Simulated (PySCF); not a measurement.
B(CCH)(OH)2 (C2H3BO2), SMILES C#CB(O)O.

Geometry optimised at PBE0-D3(BJ)/def2-SVP. One conformer was computed; it need not be the lowest.

All values below come from TDA-ωB97X/def2-SVPD in PySCF.

Vertical excitations.  State labels are in the subgroup C2v.

```json
[
 {"state": "S1", "symmetry": "A2", "energy (eV)": "5.83", "λ (nm)": "213", "f": "0.000", "main pairs": "HOMO→LUMO 95 %"},
 {"state": "S2", "symmetry": "A1", "energy (eV)": "6.37", "λ (nm)": "195", "f": "0.016", "main pairs": "HOMO−1→LUMO 58 %, HOMO→LUMO+2 33 %"},
 {"state": "S3", "symmetry": "A2", "energy (eV)": "6.72", "λ (nm)": "185", "f": "0.000", "main pairs": "HOMO−1→LUMO+2 79 %, HOMO−1→LUMO+4 17 %"},
 {"state": "S4", "symmetry": "B2", "energy (eV)": "8.15", "λ (nm)": "152", "f": "0.086", "main pairs": "HOMO→LUMO+1 82 %"},
 {"state": "S5", "symmetry": "B1", "energy (eV)": "8.20", "λ (nm)": "151", "f": "0.049", "main pairs": "HOMO−1→LUMO+1 82 %"},
 {"state": "S6", "symmetry": "B1", "energy (eV)": "8.48", "λ (nm)": "146", "f": "0.000", "main pairs": "HOMO−3→LUMO 93 %"},
 {"state": "S7", "symmetry": "B2", "energy (eV)": "8.79", "λ (nm)": "141", "f": "0.134", "main pairs": "HOMO−2→LUMO 87 %"},
 {"state": "S8", "symmetry": "A2", "energy (eV)": "8.87", "λ (nm)": "140", "f": "0.000", "main pairs": "HOMO−2→LUMO+1 79 %"},
 {"state": "S9", "symmetry": "B1", "energy (eV)": "9.38", "λ (nm)": "132", "f": "0.098", "main pairs": "HOMO−2→LUMO+2 63 %, HOMO−1→LUMO+3 18 %"},
 {"state": "S10", "symmetry": "B2", "energy (eV)": "9.45", "λ (nm)": "131", "f": "0.000", "main pairs": "HOMO→LUMO+3 77 %"},
 {"state": "T1", "symmetry": "A1", "energy (eV)": "4.96", "λ (nm)": "250", "f": "0", "main pairs": "HOMO−1→LUMO 79 %"},
 {"state": "T2", "symmetry": "A2", "energy (eV)": "5.41", "λ (nm)": "229", "f": "0", "main pairs": "HOMO→LUMO 86 %"},
 {"state": "T3", "symmetry": "A1", "energy (eV)": "5.72", "λ (nm)": "217", "f": "0", "main pairs": "HOMO→LUMO+2 65 %, HOMO→LUMO+4 16 %, HOMO−1→LUMO 14 %"},
 {"state": "T4", "symmetry": "A2", "energy (eV)": "6.35", "λ (nm)": "195", "f": "0", "main pairs": "HOMO−1→LUMO+2 71 %, HOMO−1→LUMO+4 16 %"}
]
```
Triplets are in the Tamm–Dancoff approximation.
